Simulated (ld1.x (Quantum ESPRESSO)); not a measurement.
**u(r) = r·R(r): atom against pseudo-atom (nitrogen (N))**

Columns: radius, all-electron u(r) and pseudo u(r) of the 2p shell (level -37.62 eV) of nitrogen in the configuration [He] 2s2 2p1; PW91, scalar-relativistic, RRKJ scheme, ld1.x (Quantum ESPRESSO) 7.5.

| r (bohr) | all-electron | pseudo |
| --- | --- | --- |
| 0.120 | 0.1244 | 0.0367 |
| 0.240 | 0.3448 | 0.1409 |
| 0.360 | 0.5520 | 0.2955 |
| 0.480 | 0.7118 | 0.4762 |
| 0.600 | 0.8205 | 0.6558 |
| 0.720 | 0.8827 | 0.8094 |
| 0.840 | 0.9048 | 0.9187 |
| 0.960 | 0.8954 | 0.9744 |
| 1.080 | 0.8631 | 0.9770 |
| 1.200 | 0.8153 | 0.9349 |
| 1.320 | 0.7578 | 0.8615 |
| 1.440 | 0.6953 | 0.7719 |
| 1.560 | 0.6313 | 0.6794 |
| 1.680 | 0.5681 | 0.5931 |
| 1.800 | 0.5075 | 0.5176 |
| 1.920 | 0.4507 | 0.4534 |
| 2.040 | 0.3983 | 0.3986 |
| 2.160 | 0.3505 | 0.3505 |
| 2.280 | 0.3074 | 0.3074 |
| 2.400 | 0.2689 | 0.2689 |
| 2.520 | 0.2347 | 0.2347 |
| 2.640 | 0.2043 | 0.2043 |
| 2.760 | 0.1774 | 0.1774 |
| 2.880 | 0.1536 | 0.1536 |
| 3.000 | 0.1326 | 0.1326 |
| 3.120 | 0.1140 | 0.1140 |

Question: How many radial nodes do the two functions have?

Answer: The all-electron 2p function has n − l − 1 = 0; the pseudo-wave has 0.

Question: At about which radius was the pseudo-wave matched?

Answer: 2.20 bohr. The columns agree to 0.0005 from 2.04 bohr on; several derivatives are matched, so the curves merge somewhat inside the radius.

Question: Is the pseudo-wave norm-conserving?

Answer: Yes: the RRKJ scheme keeps the norm inside the radius equal to the all-electron one, which fixes the energy derivative of the logarithmic derivative at the level.
